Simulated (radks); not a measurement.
Values are calculated unless marked as measured or tabulated.
Numerical settings for the barium ion Ba2+, [Xe]. Level of theory: Dirac Kohn-Sham, LDA (Slater exchange, Perdew-Wang correlation), spin-unpolarised, spherical densities, finite nucleus; Fermi nuclear charge, rms radius 4.8378 fm (a radial shooting solver on a logarithmic mesh with Libxc functionals). The defaults (mesh step 0.008 in ln r, mesh end at 40 bohr or more with all orbitals vanishing there, Anderson mixing 0.5 over 9 steps, residual threshold near 1e-9 with the energy settled to 1e-9 hartree or 1e-11 of itself, here a cap of 58 iterations) give E = -8132.1561 hartree and 5p3/2 at -30.395 eV in 13 iterations. Run on one thread of a shared host, so times are rough (Arm Neoverse V2): 0.11 s of CPU time, 0.11 s wall, 13 iterations on 2254 mesh points. Changes against that run (0 stands for a change within the tolerance of the run):

setting                    iterations  converged  E (mhartree)  e(5p3/2) (meV)  CPU (s)
mesh step in ln r 0.03             13        yes      +0.00309               0     0.03
mesh step in ln r 0.012            13        yes             0               0     0.07
mesh step in ln r 0.2               4         no      diverged               -     0.01
mesh end (bohr) 3                  13        yes     +1.18e+03       +1.06e+04     0.09
mesh end (bohr) 400                13        yes             0               0     0.11
residual threshold 0.001            8        yes             0           -0.67     0.08
residual threshold 1e-05            9        yes             0         -0.0077     0.09
mixing 1                           11        yes             0               0     0.09
linear mixing, mixing 0.5          29        yes             0               0     0.18
linear mixing, mixing 1            58         no             0           +2.93     0.46
mixing history 3                   14        yes             0               0     0.11
iteration cap 3                     3         no         +4.85        -1.2e+03     0.04

Settings that end as converged yet miss the energy by more than 1 mhartree: mesh end (bohr) 3 (+1.18 hartree). A mesh that ends early acts as a hard wall.
